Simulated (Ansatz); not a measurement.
C2H15NSi4 (SMILES CN(C)[Si]([SiH3])([SiH3])[SiH3]), singlet, at a GFN2-xTB geometry; Ansatz (a quantum-chemistry and plane-wave program) with SC-NEVPT2/STO-3G, CASSCF(4,6).

The Ansatz input:
Ansatz 0.2 input:
```yaml
crystal:
  periodic: [false, false, false]
  atoms:
    - {symbol: C, position_ang: [2.24707423, -0.60372498, 1.05781611]}
    - {symbol: N, position_ang: [1.49586070, 0.20870651, 0.13619473]}
    - {symbol: C, position_ang: [2.27859236, 0.53024233, -1.02895859]}
    - {symbol: Si, position_ang: [-0.24038146, 0.02466806, 0.01110119]}
    - {symbol: Si, position_ang: [-0.79780197, -1.98948171, -1.08488765]}
    - {symbol: Si, position_ang: [-1.01646971, 0.06253500, 2.21611219]}
    - {symbol: Si, position_ang: [-0.96864779, 1.89090802, -1.19395880]}
    - {symbol: H, position_ang: [1.66173907, -0.78740232, 1.95583091]}
    - {symbol: H, position_ang: [2.52533688, -1.57187816, 0.61922412]}
    - {symbol: H, position_ang: [3.16744367, -0.08572745, 1.34304179]}
    - {symbol: H, position_ang: [2.56044202, -0.36811078, -1.59510025]}
    - {symbol: H, position_ang: [1.71605430, 1.18953203, -1.68587806]}
    - {symbol: H, position_ang: [3.19779808, 1.04145698, -0.72810313]}
    - {symbol: H, position_ang: [-0.30973655, -3.19348779, -0.39715118]}
    - {symbol: H, position_ang: [-2.24813979, -2.15592091, -1.21597293]}
    - {symbol: H, position_ang: [-0.25144636, -2.09109303, -2.44583084]}
    - {symbol: H, position_ang: [-0.94343086, -1.24203146, 2.88740910]}
    - {symbol: H, position_ang: [-2.43778219, 0.41814135, 2.19903336]}
    - {symbol: H, position_ang: [-0.36574116, 1.00314462, 3.13260475]}
    - {symbol: H, position_ang: [-2.39769707, 2.07866657, -0.93041451]}
    - {symbol: H, position_ang: [-0.85230591, 1.73298397, -2.64971443]}
    - {symbol: H, position_ang: [-0.32134553, 3.17086591, -0.89262422]}
basis:
  gaussian:
    orbitals: STO-3G
magnetization: {spin_polarized: false}
correlation: {method: sc_nevpt2, electrons: all, active_space: {window: {electrons: 4, orbitals: 6}}}
```

What the program printed (banner, timings and long lists left out):

```
Functional definition: HF
806 factors; integrals over basis functions are off by at most 4.2e-5 eV
mean field evaluation 1: about -34821.8006 eV, gradient 2.1e1 eV
mean field evaluation 2: about -34822.0757 eV, gradient 2.1e1 eV
mean field evaluation 4: about -34823.8519 eV, gradient 1.6e0 eV
mean field evaluation 8: about -34823.8625 eV, gradient 4.0e-4 eV
mean field -34823.86245964 eV, -1279.7533409301 hartree, gradient 3.7e-6 eV, S^2 0.000000; 0 other end points of the search recorded, 0 dependent functions left out
reference -34823.86245964 eV, -1279.7533409301 hartree; 45, 45 occupied and 21, 21 virtual orbitals, 806 factors
state -34824.75476894 eV, -1279.7861326919 hartree
state -34824.75476894 eV, -1279.7861326919 hartree; corrected -34832.71767417 eV, -1280.0787640619 hartree
state -34824.52107278 eV, -1279.7775445165 hartree
state -34824.52107278 eV, -1279.7775445165 hartree; corrected -34832.60225862 eV, -1280.0745226186 hartree
state -34824.75476894 eV, -1279.7861326919 hartree; corrected -34832.71767417 eV, -1280.0787640619 hartree
state -34824.51840735 eV, -1279.7774465636 hartree
state -34824.51840735 eV, -1279.7774465636 hartree; corrected -34832.59018227 eV, -1280.0740788206 hartree
state -34824.75476894 eV, -1279.7861326919 hartree; corrected -34832.71767417 eV, -1280.0787640619 hartree
2 active orbitals were swapped for others, from the solution at -34824.52105064 eV, -1279.7775437027 hartree to that at -34824.65086607 eV, -1279.7823143320 hartree; typed "places" are swapped only where nearly empty or full, and so, without "given_window_search", are "orbital_numbers", "shells" and a window whose orbitals a file names under [Active]
2 active orbitals were swapped for others, from the solution at -34824.65086607 eV, -1279.7823143319 hartree to that at -34824.72767777 eV, -1279.7851371100 hartree; typed "places" are swapped only where nearly empty or full, and so, without "given_window_search", are "orbital_numbers", "shells" and a window whose orbitals a file names under [Active]
2 active orbitals were swapped for others, from the solution at -34824.72767777 eV, -1279.7851371099 hartree to that at -34824.72782293 eV, -1279.7851424442 hartree; typed "places" are swapped only where nearly empty or full, and so, without "given_window_search", are "orbital_numbers", "shells" and a window whose orbitals a file names under [Active]
2 active orbitals were swapped for others, from the solution at -34824.72782292 eV, -1279.7851424441 hartree to that at -34824.73272023 eV, -1279.7853224170 hartree; typed "places" are swapped only where nearly empty or full, and so, without "given_window_search", are "orbital_numbers", "shells" and a window whose orbitals a file names under [Active]
1 active orbitals were swapped for others, from the solution at -34824.73214950 eV, -1279.7853014430 hartree to that at -34824.73272023 eV, -1279.7853224170 hartree; typed "places" are swapped only where nearly empty or full, and so, without "given_window_search", are "orbital_numbers", "shells" and a window whose orbitals a file names under [Active]
2 active orbitals were swapped for others, from the solution at -34824.73272023 eV, -1279.7853224169 hartree to that at -34824.75471610 eV, -1279.7861307502 hartree; typed "places" are swapped only where nearly empty or full, and so, without "given_window_search", are "orbital_numbers", "shells" and a window whose orbitals a file names under [Active]
the orbitals are reached from a further start. From the first start the search ends at -34824.51837870 eV, -1279.7774455108 hartree
Total energy: -34832.71767417 eV, -1280.0787640619 hartree
```
